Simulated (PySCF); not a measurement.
B(H)(OH)(SH) (BH3OS), SMILES B(S)O. Coordinates come from a TPSSh-D3(BJ)/def2-TZVP optimisation. One conformer was computed; it need not be the lowest.

TDA-M06-2X/def2-SVPD (PySCF 2.14.0) puts the lowest singlet excitations at 6.37, 6.99, 7.15, 7.32, 7.71, 7.89 eV.

Problem. What are the lowest excitation roots from ADC(2)/aug-cc-pVDZ run with PySCF? (The exact figures need the calculation; the answer reports its results.)

Solution. 6.35, 6.94, 7.44, 7.53, 7.68, 7.73 eV. S1 differs by -0.01 eV (second minus first; roots are paired by order, and the bases may differ).
